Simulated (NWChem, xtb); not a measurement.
InNH3O (SMILES [NH2][In][OH]): the dipole moment, rung by rung

InNH3O has 6 atoms, charge 0, and is taken as a doublet. SMILES: `[NH2][In][OH]`. The coordinates come from a PBE0-D4/def2-TZVP relaxation. This is one conformer, not always the lowest.

```xyz
6

N    -0.9804   -0.2178   -1.0444
In    0.9409   -0.0967   -0.2874
O     0.9330   -0.1081    1.7217
H    -1.0450    0.0344   -2.0241
H    -1.6122    0.3916   -0.5319
H     1.8056   -0.0672    2.1200
```

Each level gives the dipole moment (D). The values are calculated.

```
                           level                    kind  program  value (D)   CPU time
                        GFN2-xTB          semi-empirical      xtb       3.19  under 2 s
                        GFN0-xTB          semi-empirical      xtb       5.88  under 2 s
                        GFN1-xTB          semi-empirical      xtb       3.93  under 2 s
                      UHF/STO-3G            Hartree–Fock   NWChem       3.24       15 s
                       UHF/3-21G            Hartree–Fock   NWChem       3.46       16 s
                   UB3LYP/STO-3G           global hybrid   NWChem       1.80       26 s
UTPSSh/def2-SVP (core potential)         hybrid meta-GGA   NWChem       2.09    1.8 min
                  U-wB97X/STO-3G  range-separated hybrid   NWChem       2.12       54 s
```

All-electron rows without a relativistic Hamiltonian named are non-relativistic, while core potentials hold scalar relativity, so basis and relativity change together. The values span 1.80 to 5.88 D. Sets without polarisation functions give poor dipoles. CPU times are rough (shared hosts, several kinds of processor): they show what a rung costs within a factor of a few.
